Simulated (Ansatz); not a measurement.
`[BH2][Al]([Cl])[CH2]OC`. The species carries charge 0 and has multiplicity 1.

```xyz
13

B     1.5090    2.5644   -0.7511
Al   -0.0039    1.1298   -0.3732
Cl   -1.8229    1.9146    0.3642
C     0.0973   -0.8247   -0.7321
O    -0.9840   -1.5967   -0.2544
C    -0.9689   -1.7222    1.1365
H     2.2957    2.9060    0.0869
H     1.6376    3.1027   -1.8147
H     0.1089   -0.9473   -1.8236
H     1.0587   -1.2429   -0.3861
H    -1.0230   -0.7409    1.6343
H    -1.8428   -2.3052    1.4282
H    -0.0617   -2.2375    1.4850
```

Problem. Give the diagnostics of a CCSD(T)/def2-TZVPP run (frozen core, Ansatz). (Estimate.)

Solution. The calculation gave: T1 = 0.0109, largest single amplitude 0.013, largest double 0.035, (T) share of the correlation energy 3.7 %, 12 CCSD cycles. The RHF solution is stable towards an unrestricted one. T1 lies under the customary mark of 0.02 for closed shells.
